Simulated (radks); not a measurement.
Effect of the nuclear size on neutral cadmium, [Kr] 4d10 5s2. All-electron calculation, Dirac Kohn-Sham, BLYP, spin-unpolarised, spherical densities, finite nucleus; Fermi nuclear charge, rms radius 4.6087 fm. Program: a radial shooting solver on a logarithmic mesh with Libxc functionals. The rms radius is varied about that value; shifts are against it.

| rms radius (fm) | total energy shift (eV) | density at nucleus (e/bohr^3) | 1s1/2 shift (meV) | 2s1/2 shift (meV) | 3p1/2 shift (meV) | 4s1/2 shift (meV) | 4p1/2 shift (meV) | 5s1/2 shift (meV) |
|---|---|---|---|---|---|---|---|---|
| 3.9497 | -0.864 | 1.631e+05 | -363 | -40.9 | 0.495 | -1.43 | 0.137 | -0.066 |
| 4.4013 | -0.284 | 1.606e+05 | -119 | -13.4 | 0.163 | -0.469 | 0.045 | -0.022 |
| 4.6087 | 0 | 1.596e+05 | 0.000 | 0.000 | 0.000 | 0.000 | 0.000 | 0.000 |
| 4.899 | 0.417 | 1.582e+05 | 175 | 19.7 | -0.239 | 0.687 | -0.066 | 0.032 |
| 5.3968 | 1.18 | 1.56e+05 | 497 | 55.9 | -0.677 | 1.95 | -0.188 | 0.090 |

Slopes of the eigenvalues against <r^2> in GHz/fm^2, as finite differences over the two radii next to the reference (eigenvalue slopes, not the field-shift constants of lines): 1s1/2 15400, 2s1/2 1730, 3p1/2 -21.0, 4s1/2 60.4, 4p1/2 -5.82, 5s1/2 2.80.
